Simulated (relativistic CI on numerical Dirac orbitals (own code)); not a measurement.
# What each ingredient does to the levels of Cr+

Base calculation: Dirac-Coulomb-Breit CI, KLI orbitals optimised for each configuration, model QED (radiative potential, 1s self-energy scaled to tabulated hydrogen-like ionisation energies), valence Slater integrals scaled by 0.85, P86 correlation energy added to each configuration.

CI space (outside the closed core [Ar]): 3d5, 3d4 4s, 3d4 4p, 3d3 4s 4p, 3d3 4s2, 3d4 5s, 3d4 4d, 3d4 5p, 3d4 6s, 3d4 4f, 3d4 5d, 3d4 6p, 3d4 5f, 3d4 5g, 3d4 6d, 3d3 4s 5s, 3d3 4p2, 3d4 6f. Levels of other configurations are missing.

Variants: (1) no correlation estimate; (2) valence Slater integrals scaled by 0.75; (3) configuration mixing switched off; (4) Breit term removed. Shifts of the energy above 3d5 6S_5/2, in cm⁻¹, for the lowest level and the first level of each name with at least 55 % of one term (blank where a level changes its place among those of its configuration and J or its character, or is not in the variant):

| Level | Base | Δ(1) | Δ(2) | Δ(3) | Δ(4) | Measured |
| --- | --- | --- | --- | --- | --- | --- |
| 3d5 6S_5/2 | 0.0 | 0.0 | 0.0 | 0.0 | 0.0 | 0.0 |
| 3d4 4s 6D_1/2 | 10212.6 | -3288.0 | -973.0 | -1151.3 | -132.1 | 11961.8 |
| 3d4 4s 6D_3/2 | 10279.5 | -3288.0 | -973.1 | -1151.3 | -118.8 | 12032.6 |
| 3d4 4s 6D_5/2 | 10388.8 | -3288.0 | -973.7 | -1151.3 | -96.3 | 12147.8 |
| 3d4 4s 6D_7/2 | 10537.3 | -3288.0 | -974.8 | -1151.3 | -63.9 | 12303.9 |
| 3d4 4s 6D_9/2 | 10721.3 | -3288.0 | -977.0 | -1151.3 | -20.9 | 12496.4 |
| 3d4 4s 4D_1/2 | 18516.9 | -3250.4 | -1901.5 | +709.4 | -121.0 | 19528.2 |
| 3d4 4s 4D_3/2 | 18619.2 | -3248.8 | -1902.6 | +710.1 | -101.3 | 19631.2 |
| 3d4 4s 4D_5/2 | 18784.4 | -3246.7 | -1904.9 | +710.6 | -67.9 | 19797.9 |
| 3d4 4s 4D_7/2 | 19006.6 | -3244.7 | -1908.9 | +709.7 | -20.0 | 20024.0 |
| 3d5 4G_11/2 | 21777.8 | -37.6 | -2496.6 | -297.1 | +63.5 | 20512.1 |
| 3d5 4G_5/2 | 21781.0 | -43.6 | -2492.3 | -285.8 | +0.6 | 20512.1 |
| 3d5 4G_9/2 | 21783.9 | -40.3 | -2494.3 | -292.5 | +39.0 | 20519.3 |
| 3d5 4G_7/2 | 21784.0 | -42.3 | -2493.0 | -288.8 | +17.8 | 20517.8 |

Correlation outside the listed configurations is missing or only estimated: errors of thousands of cm⁻¹ between configurations and terms are usual at this charge. Rates and lifetimes follow the computed energies and can be off by large factors. The fine structure of a lone outer electron comes out too small, for d and f at times inverted, and misplaced configurations move strength between like terms. 44 of the 44 excited levels that our extract of the measured tables holds in this range could be paired (the sources list more); they are missed by 3412 cm⁻¹ on average and 6396 at most, and levels without a partner can miss by more.

Measured levels: NIST Handbook of Basic Atomic Spectroscopic Data (Sansonetti and Martin, J. Phys. Chem. Ref. Data 34, 1559 (2005)).

Ionisation energy from the two ground configurations alone: base 15.85 eV; no correlation estimate 14.79 eV; valence Slater integrals scaled by 0.75 15.69 eV; Breit term removed 15.83 eV. The NIST ASD value (measured) is 16.4863 eV. The gap of more than 2 % comes from missing correlation.
